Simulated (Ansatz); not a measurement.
Start from `[F][Ge]([F])([F])[SiH3]` and change one atom or group to get `[F][Ge]([F])([F])[SH]`.

Ansatz, PBE0-D4/def2-TZVP geometries, multiplicity 1. Each molecule was computed in one conformer, which needn't be the lowest.

Scalar relativity is left out up to krypton.

```csv
property,`[F][Ge]([F])([F])[SiH3]`
HOMO–LUMO gap (PBE/def2-TZVPP) / eV,6.61
"ideal-gas entropy at 298 K and 1 bar (rigid rotor, harmonic PBE0-D4/def2-TZVP) / J/(mol·K)",361
HOMO energy (PBE0/def2-TZVPP) / eV,-9.72
LUMO energy (PBE/def2-TZVPP) / eV,-1.71
size of the dipole moment (B3LYP/def2-TZVPP) / D,4.13
HOMO–LUMO gap (B3LYP/def2-TZVPP) / eV,8.46
```

(1) What does the change do to each property? (Estimate.)

## Answers

(1) The calculation gave: 
```
                                                                                  property  `[F][Ge]([F])([F])[SH]`  shift
                                                       HOMO–LUMO gap (PBE/def2-TZVPP) / eV                     5.07  -1.54
ideal-gas entropy at 298 K and 1 bar (rigid rotor, harmonic PBE0-D4/def2-TZVP) / J/(mol·K)                      354     -7
                                                        HOMO energy (PBE0/def2-TZVPP) / eV                    -8.90   0.82
                                                         LUMO energy (PBE/def2-TZVPP) / eV                    -2.47  -0.76
                                          size of the dipole moment (B3LYP/def2-TZVPP) / D                     2.58  -1.55
                                                     HOMO–LUMO gap (B3LYP/def2-TZVPP) / eV                     6.85  -1.61
```

With PBE0 the HOMO rises by 0.82 eV and the LUMO falls by 0.68 eV, so the gap narrows by about 1.50 eV. PBE moves the HOMO by 0.79 eV and ωB97M-V by 0.69 eV. The zero-point energy changes by -40.6 kJ/mol with -6 modes. Dipoles are sizes alone; their direction can turn.

B3LYP here is the variant with VWN-RPA as its local correlation; programs differ in this.
